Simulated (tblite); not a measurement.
Compound: C3H5FOSi.
Cartesian coordinates in Å at the GFN2-xTB level; atoms count from 1:
```xyz
11
C3H5FOSi angstrom
O      3.196    0.370   -0.745
C      2.269   -0.048   -0.099
C      0.866    0.237   -0.391
C     -0.167   -0.225    0.321
F      0.082   -1.011    1.389
Si    -2.024    0.081    0.033
H      2.427   -0.695    0.783
H      0.664    0.866   -1.245
H     -2.131    0.936   -1.145
H     -2.638   -1.230   -0.168
H     -2.537    0.722    1.241
```

Method: GFN2-xTB as coded in tblite; computed harmonic values from a numerical Hessian at the method's own geometry, unscaled. This tight-binding method is rough: wavenumbers can miss measured ones by several per cent, in bad cases by 10 to 20. Modes of hydrogen on silicon can be 10 to 20 % off. One conformer, not necessarily the lowest.

Harmonic wavenumbers (cm⁻¹): 58.0, 104.3, 139.0, 173.2, 247.1, 397.7, 403.3, 459.6, 549.8, 578.1, 747.5, 765.7, 771.0, 802.5, 850.1, 924.4, 1037.6, 1135.9, 1231.2, 1386.4, 1627.8, 1739.5, 2294.7, 2296.4, 2314.9, 2800.2, 3102.1.

A = 7206, B = 1338, C = 1143 MHz; mass 104.009 u (most abundant isotopes); point group Cs, symmetry number 1.

Q: Zero-point energy?

A: Half the sum of the wavenumbers: 14469 cm⁻¹ = 173.09 kJ/mol.

Q: Give the ideal-gas entropy at 350 K and 1 bar in the rigid-rotor, harmonic-oscillator model (classical rotation).

A: Translation 170.11, rotation 118.18, vibration 98.66: S = 387.0 J/(mol K).

Q: And Cp and H(350 K) − H(0)?

A: Cp = 132.36 J/(mol K), of which vibrations give 99.10 (their classical limit is 27 R = 224.5); H(350 K) − H(0) = 29.81 kJ/mol without the zero-point energy, 18.17 from vibrations.

Q: Which modes carry the vibrational entropy at 350 K?

A: 58.0 cm⁻¹: 20.25; 104.3 cm⁻¹: 15.42; 139.0 cm⁻¹: 13.08; 173.2 cm⁻¹: 11.31; 247.1 cm⁻¹: 8.53; 397.7 cm⁻¹: 5.10 J/(mol K); the other 21 give 24.96 together.

Q: What must be added to the electronic energy to get the Gibbs energy at 350 K and 1 bar?

A: ZPE + [H(350 K) − H(0)] − T·S = 173.09 + 29.81 − 135.43 = 67.47 kJ/mol.

Q: How do the functions run with temperature in this model?

A: 
```json
{"T (K)": "100", "S (J/(mol K))": "270.4", "Cp (J/(mol K))": "64.9", "H − H(0) (kJ/mol)": "4.79", "G − H(0) (kJ/mol)": "-22.24", "ln q(vib)": "1.09"}
{"T (K)": "200", "S (J/(mol K))": "324.2", "Cp (J/(mol K))": "93.7", "H − H(0) (kJ/mol)": "12.73", "G − H(0) (kJ/mol)": "-52.12", "ln q(vib)": "2.91"}
{"T (K)": "300", "S (J/(mol K))": "367.5", "Cp (J/(mol K))": "120.7", "H − H(0) (kJ/mol)": "23.48", "G − H(0) (kJ/mol)": "-86.76", "ln q(vib)": "4.72"}
{"T (K)": "500", "S (J/(mol K))": "439.1", "Cp (J/(mol K))": "160.4", "H − H(0) (kJ/mol)": "51.89", "G − H(0) (kJ/mol)": "-167.69", "ln q(vib)": "8.24"}
{"T (K)": "800", "S (J/(mol K))": "523.0", "Cp (J/(mol K))": "196.0", "H − H(0) (kJ/mol)": "105.84", "G − H(0) (kJ/mol)": "-312.58", "ln q(vib)": "13.01"}
{"T (K)": "1000", "S (J/(mol K))": "568.5", "Cp (J/(mol K))": "210.9", "H − H(0) (kJ/mol)": "146.62", "G − H(0) (kJ/mol)": "-421.84", "ln q(vib)": "15.86"}
```

q(vib) and H(0) count from the zero-point level.

Hindered rotation and anharmonicity are outside this model. Other conformers, if any are populated, would add a mixing term that is left out.
